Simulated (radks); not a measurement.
Q: Calculated with a radial shooting solver on a logarithmic mesh with Libxc functionals: scalar-relativistic Kohn-Sham, PBE, spin-polarised, spherical densities, finite nucleus; open shells are filled with parallel spins first (spin-orbit coupling, left out, can overturn this in heavy ions); Fermi nuclear charge, rms radius of each element as measured or else 0.836 A^(1/3) + 0.57 fm. Response by self-consistent Sternheimer equations with the Hartree and adiabatic LDA kernel, the relativistic mass of each level held fixed and spin-orbit coupling left out. For heavy and open-shell atoms this level of theory can miss by tens of per cent. Rank W3+, W4+, W+, W6+, W, W5+, W2+ (NIST ground configurations) by static dipole polarisability, largest first.

A: W 69.15, W+ 33.88, W2+ 13.68, W3+ 7.670, W4+ 4.689, W5+ 3.035, W6+ 2.044 bohr^3.
